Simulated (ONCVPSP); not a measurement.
# Before and after: ONCV potential for germanium (Ge)

germanium (Ge), optimised norm-conserving Vanderbilt (ONCV), made with ONCVPSP 4.0.1 (PBE, scalar-relativistic). Core [Ar], reference 3d10 4s1 (charge +3). Waves: 4s: rc 1.75 bohr, ncon 4, nbas 9, qcut 3.6 1/bohr, 3 projectors, debl 2.2 Ha; p scattering state at 0.13 Ha: rc 1.85 bohr, ncon 4, nbas 8, qcut 5.1 1/bohr, 2 projectors, debl 1.7 Ha; 3d: rc 0.95 bohr, ncon 3, nbas 7, qcut 16.9 1/bohr, 2 projectors, debl 1.5 Ha; f scattering state at 0.34 Ha: rc 1.45 bohr, ncon 4, nbas 8, qcut 7.7 1/bohr, 3 projectors, debl 1.1 Ha. Local part: polynomial inside 0.90 bohr (lpopt 5, dvloc0 4 Ha). Core correction: Teter function, fcfact 5.25, rcfact 1.45.

In the p channel the program set the typed energies aside and used 0.050, 1.750 Ha. In the d channel the program set the typed energies aside and used -2.319, 0.250 Ha.

Change: d: ncon 5, nbas 9.

Cutoffs: the cutoffs (Ha) at which the residual kinetic energy of the hardest occupied pseudo-wave falls to 1 and 0.1 mHa per electron; they do not see the model core or the augmentation charge, which bear on the density cutoff. Errors are all-electron minus pseudo energies relative to the spin-unpolarised reference configuration.

Question: Predict the effect on cutoff, ghosts and configuration errors.

Answer: The potential gets harder (111 Ha and 124 Ha → 121 Ha and 135 Ha); both files keep a bound ghost (f); of the 4 tests that both files solve, the error grows in 0 and shrinks in 4 by more than 15 % and 0.3 meV (median size 87.3 → 38.7 meV).

```tsv
quantity	base	changed
cutoff, loose	111 Ha	121 Ha
cutoff, tight	124 Ha	135 Ha
loose cutoff by channel	s 25 Ha, d 111 Ha	s 25 Ha, d 121 Ha
bound ghosts	f	f
GHOST(+) flags under 300 eV	s at 92.7 eV, p at 148.2 eV	s at 92.7 eV, p at 148.2 eV
error for 3d10 4s2 4p2, meV [ΔE -57.68 eV]	+168	+111
error for 3d10 4s2 4p1, meV [ΔE -50.23 eV]	+116	+69
error for 3d10 4s2, meV [ΔE -34.79 eV]	+36	+8.9
error for 3d10 4s0, meV [ΔE 46.34 eV]	+59	-0.8
s: phases at 1.78 bohr within 0.05 rad from the reference energy up to (Ha; the scan ends near 5)	3.4	3.4
p: phases at 1.87 bohr within 0.05 rad from the reference energy up to (Ha; the scan ends near 5)	3.6	3.6
d: phases at 0.96 bohr within 0.05 rad from the reference energy up to (Ha; the scan ends near 5)	to the end of the scan	to the end of the scan
f: phases at 1.48 bohr within 0.05 rad from the reference energy up to (Ha; the scan ends near 5)	to the end of the scan	to the end of the scan
rms error of d²Exc/dni dnj with the model core, mHa	5.70	1.14
```

 A true bound ghost makes a file unfit for plane-wave use even where its test errors are small: the radial tests pick states by their node count and pass the ghost by.
